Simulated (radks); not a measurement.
Question: Eu XXVI, 38 electrons, occupied as [Kr] 4d2. Calculated with a radial shooting solver on a logarithmic mesh with Libxc functionals: Dirac Kohn-Sham, relativistic LDA (MacDonald-Vosko exchange, VWN5 correlation), spin-unpolarised, spherical densities, finite nucleus; open shells fill j = l - 1/2 first; Fermi nuclear charge, rms radius 5.1115 fm. Some entries of the table are withheld. Estimate them.

orbital  occ.  eigenvalue (hartree)  <r> (bohr)
1s1/2       2             -1793.549     0.02241
2s1/2       2             -319.4356     0.09487
2p1/2       2             -304.9353     0.07926
2p3/2       4             -281.3738     0.08594
3s1/2       2             -92.34038      0.2482
3p1/2       2             -86.06687      0.2374
3p3/2       4             -81.17317      0.2499
3d3/2       4             -70.32555      0.2211
3d5/2       6             -69.24696      0.2249
4s1/2       2             -38.21500      0.5238
4p1/2       2                   (1)         (2)
4p3/2       4                   (3)         (4)
4d3/2       2                   (5)      0.5456
4d5/2       0                   (6)      0.5514

Answer: 
(1) 4p1/2 eigenvalue (hartree): -35.66548
(2) 4p1/2 <r> (bohr): 0.5259
(3) 4p3/2 eigenvalue (hartree): -34.29756
(4) 4p3/2 <r> (bohr): 0.5460
(5) 4d3/2 eigenvalue (hartree): -30.05152
(6) 4d5/2 eigenvalue (hartree): -29.76564
